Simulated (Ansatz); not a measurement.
`Cl[Si]1(I)CO1` + H₂O → `O[Si]1(Cl)CO1` + HI  (formal hydrolysis of the Si–I bond)

Gas-phase electronic energies from Ansatz, PBE0-D4/def2-TZVP geometries. CCSD(T)/CBS is the MP2 limit (def2-TZVPP, def2-QZVPP) plus CCSD(T) − MP2 in def2-TZVPP, frozen cores. This one scheme is used for every species. DFT in def2-TZVPP. Elements past krypton have def2 core potentials. For I outer-core shells are correlated without core-valence functions, which leaves a few kJ/mol of doubt a bond. One conformer a species, not always the lowest.

```csv
level,ΔE (kJ/mol)
r2SCAN0-D4,-25.8
r2SCAN0,-27.0
```

(1) What does CCSD(T)/CBS give? (Best estimate.)

Largest T1 diagnostic among the species: 0.012.

Answers

(1) Computed: -18.7 kJ/mol. The listed levels differ from it by -7.1, -8.3 kJ/mol.

Leaving LDA and LC-ωPBE aside and taking each functional with its dispersion term where it has one, the values, not all of them listed here, spread over 25.6 kJ/mol, from CAM-B3LYP-D4 to revPBE-D4. LDA lies −7.6 kJ/mol from PBE without D4. At CCSD(T), def2-SVP lies −14.6 kJ/mol from the extrapolated value and def2-TZVPP −11.8 kJ/mol. From PBE to PBE0 (25 % exact exchange), in def2-TZVPP and without D4, ΔE moves by −3.6 kJ/mol.

CCSD(T)/CBS has its own doubt, a few kJ/mol and more with outer-core shells, so smaller differences from it don't rank the levels.
